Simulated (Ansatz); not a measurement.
Ansatz (a first-principles code) input (CCSD(T)/cc-pwCVTZ):
A basis named .json is the Basis Set Exchange file of that set.

Ansatz 0.2 input:
```yaml
crystal:
  periodic: [false, false, false]
  atoms:
    - {symbol: Si, position_ang: [0.00236473, 0.58196616, 0.53901540]}
    - {symbol: O, position_ang: [-1.10704317, -0.60334508, -0.28290849]}
    - {symbol: C, position_ang: [-2.58187796, -0.45353743, -0.37170166]}
    - {symbol: O, position_ang: [1.42534069, -0.10322085, 0.36065811]}
    - {symbol: C, position_ang: [2.48775003, 0.06117732, -0.60599404]}
    - {symbol: H, position_ang: [-0.46313071, 0.55310641, 1.92512068]}
    - {symbol: H, position_ang: [-0.29180383, 1.78570661, -0.24661748]}
    - {symbol: H, position_ang: [-2.90971667, -1.03557453, -1.22664460]}
    - {symbol: H, position_ang: [-3.02543753, -0.79751849, 0.55815914]}
    - {symbol: H, position_ang: [-2.76335904, 0.60387725, -0.53651639]}
    - {symbol: H, position_ang: [2.62564661, -0.88498609, -1.12371962]}
    - {symbol: H, position_ang: [2.24501031, 0.84784855, -1.32031424]}
    - {symbol: H, position_ang: [3.39156096, 0.31876394, -0.06073836]}
    - {symbol: H, position_ang: [-0.82348909, -1.53206162, -0.27076744]}
basis:
  gaussian:
    orbitals: cc-pwCVTZ.json
total_charge: 1
magnetization: {spin_polarized: false}
correlation: {method: ccsd_t, electrons: outside_noble_gas}
```

Output:

```
Functional definition: HF
integrals: 4.31 GiB planned
2050 factors; integrals over basis functions are off by at most 1.2e-3 eV
2.28 GiB of device memory are held for the factors and their scratch space
mean field: 2.11 GiB planned
mean field evaluation 1: about -14131.4278 eV, gradient 5.7e1 eV
mean field evaluation 2: about -14131.7955 eV, gradient 5.7e1 eV
mean field evaluation 4: about -14137.8133 eV, gradient 4.9e0 eV
mean field evaluation 8: about -14137.8981 eV, gradient 3.4e-1 eV
mean field evaluation 16: about -14131.4238 eV, gradient 5.7e1 eV
mean field -14137.89836995 eV, -519.5581820841 hartree, gradient 3.7e-6 eV, S^2 0.000000; 0 other end points of the search recorded, 0 dependent functions left out
9 core orbitals not correlated
reference -14137.89836995 eV, -519.5581820841 hartree; 16, 16 occupied and 332, 332 virtual orbitals, 2050 factors
second order -26.01107900 eV of doubles, -0.00000000 eV of singles
coupled cluster: 27.16 GiB planned
cycle   1  -26.46445098 eV  change   -4.5e-1 eV  update   1.0e-1
cycle   2  -27.12048661 eV  change   -6.6e-1 eV  update   2.9e-2
cycle   3  -27.25131699 eV  change   -1.3e-1 eV  update   1.5e-2
cycle   4  -27.23798827 eV  change    1.3e-2 eV  update   3.4e-3
cycle   5  -27.23769072 eV  change    3.0e-4 eV  update   1.9e-3
cycle   6  -27.23896773 eV  change   -1.3e-3 eV  update   6.3e-4
cycle   7  -27.23868317 eV  change    2.8e-4 eV  update   2.7e-4
cycle   8  -27.23856517 eV  change    1.2e-4 eV  update   7.6e-5
cycle   9  -27.23859367 eV  change   -2.9e-5 eV  update   2.4e-5
perturbative correction -0.96280736 eV, -0.0353825179 hartree
Total energy: -14166.09977098 eV, -520.5945644564 hartree
```

It need not be the lowest isomer of its formula.
